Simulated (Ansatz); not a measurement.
Total energies of BBrHO, SMILES `O[B]Br` radical.

```xyz
4

O    -0.474    0.527   -0.456
B     0.407   -0.061    0.349
Br    0.459   -1.950    0.598
H    -0.392    1.484   -0.491
```

Total charge 0; spin multiplicity 2. Correlated methods include outer-core shells of Br, which these sets cover unevenly. Scalar relativity is left out up to krypton. The geometry is a stationary point of PBE0-D4/def2-TZVP. It is one conformer, not always the lowest. Basis def2-TZVPP, Ansatz.

RPA on PBE orbitals: Hartree–Fock energy of these orbitals -2672.58216 Eh, correlation -0.90303 Eh (frozen core).

```csv
functional,kind,energy without D4 (Eh),D4 term (kJ/mol)
ωB97X-V,range-separated hybrid GGA with VV10,-2674.61413,–
ωB97M-V,range-separated hybrid meta-GGA with VV10,-2674.70772,–
```

(1) Give the same for LDA (SPW92), PBE, revPBE, BLYP, r2SCAN, B97M-V, PBE0, B3LYP, r2SCANh, r2SCAN0, HSE06 (plane-wave form), BHLYP, CAM-B3LYP, LC-ωPBE, B2PLYP, PBE-QIDH. (Estimate.)

B3LYP takes the VWN-RPA correlation (the form of Gaussian; ORCA's B3LYP/G). HSE06 is the plane-wave form, built on full-range PBE exchange. The double hybrids freeze the cores in their second-order part.

Results:

(1) Computed: 
```csv
functional,kind,energy without D4 (Eh),D4 term (kJ/mol)
LDA (SPW92),LDA,-2670.50767,–
PBE,GGA,-2674.38160,-6.3
revPBE,GGA,-2674.63579,-19.0
BLYP,GGA,-2674.89174,-14.1
r2SCAN,meta-GGA,-2674.82246,-1.3
B97M-V,meta-GGA with VV10,-2674.40939,–
PBE0,"global hybrid, 25 % exact exchange",-2674.47445,-5.2
B3LYP,"global hybrid, 20 %",-2674.91869,-10.4
r2SCANh,"meta-GGA hybrid, 10 %",-2674.81646,-1.5
r2SCAN0,"meta-GGA hybrid, 25 %",-2674.80828,-1.6
HSE06 (plane-wave form),screened hybrid,-2674.47401,-4.9
BHLYP,"global hybrid, 50 %",-2674.83028,-8.3
CAM-B3LYP,range-separated hybrid,-2674.97130,-5.3
LC-ωPBE,long-range corrected hybrid,-2674.46259,–
B2PLYP,double hybrid,-2674.43120,–
PBE-QIDH,double hybrid,-2674.14927,–
```

LC-ωPBE has ω = 0.4 bohr⁻¹.
